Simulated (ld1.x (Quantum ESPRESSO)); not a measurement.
# Plane-wave convergence, TM semilocal potential for manganese (Mn)

Mn, norm-conserving Troullier–Martins (semilocal form), made with ld1.x (Quantum ESPRESSO) 7.5 (PBEsol, scalar-relativistic). Core [Ar], reference 3d5 4s2 4p0. Waves: 4s (bound): rc 2.60 bohr; 4p (bound, empty): rc 2.80 bohr; 3d (bound): rc 1.25 bohr. Local part: the d channel. Core correction: a·sin(br)/r model core inside 0.62 bohr.

The pseudo-atom Hamiltonian at the reference potential is diagonalised in spherical Bessel functions j_l(qr) that vanish at 20 bohr, with q² up to the cutoff. All-electron valence levels (Ry): 4s -0.3766, 4p -0.0990, 3d -0.4994.

Problem. How do the lowest levels (Ry) of each channel move with the cutoff, and are there ghosts?

Solution.

```json
{"cutoff (Ry)": "8", "s #1": "-0.3745", "p #1": "-0.0988", "d #1": "0.0152", "d #2": "0.1163", "Σ f·Δε (mRy)": "2577.7"}
{"cutoff (Ry)": "12", "s #1": "-0.3750", "p #1": "-0.0990", "d #1": "0.0150", "d #2": "0.1136", "Σ f·Δε (mRy)": "2575.6"}
{"cutoff (Ry)": "21", "s #1": "-0.3766", "p #1": "-0.0990", "d #1": "0.0145", "d #2": "0.1072", "Σ f·Δε (mRy)": "2570.0"}
{"cutoff (Ry)": "30", "s #1": "-0.3766", "p #1": "-0.0990", "d #1": "0.0138", "d #2": "0.0976", "Σ f·Δε (mRy)": "2566.5"}
{"cutoff (Ry)": "40", "s #1": "-0.3766", "p #1": "-0.0990", "d #1": "0.0095", "d #2": "0.0588", "Σ f·Δε (mRy)": "2544.6"}
{"cutoff (Ry)": "50", "s #1": "-0.3766", "p #1": "-0.0990", "d #1": "-0.0665", "d #2": "0.0207", "Σ f·Δε (mRy)": "2164.7"}
{"cutoff (Ry)": "70", "s #1": "-0.3766", "p #1": "-0.0990", "d #1": "-0.3197", "d #2": "0.0173", "Σ f·Δε (mRy)": "898.8"}
{"cutoff (Ry)": "90", "s #1": "-0.3766", "p #1": "-0.0990", "d #1": "-0.4514", "d #2": "0.0169", "Σ f·Δε (mRy)": "240.2"}
{"cutoff (Ry)": "110", "s #1": "-0.3766", "p #1": "-0.0990", "d #1": "-0.4899", "d #2": "0.0169", "Σ f·Δε (mRy)": "47.7"}
{"cutoff (Ry)": "160", "s #1": "-0.3766", "p #1": "-0.0990", "d #1": "-0.4993", "d #2": "0.0168", "Σ f·Δε (mRy)": "0.7"}
{"cutoff (Ry)": "200", "s #1": "-0.3766", "p #1": "-0.0990", "d #1": "-0.4993", "d #2": "0.0168", "Σ f·Δε (mRy)": "0.5"}
{"cutoff (Ry)": "400", "s #1": "-0.3766", "p #1": "-0.0990", "d #1": "-0.4994", "d #2": "0.0168", "Σ f·Δε (mRy)": "0.0"}
```

Result: no extra level below or beside the all-electron valence levels (s, p, d tested); the semilocal form is local in each channel, so this says nothing of the separable form that plane-wave codes build from it; 10 mRy is reached at 140 Ry and 1 mRy at 160 Ry.
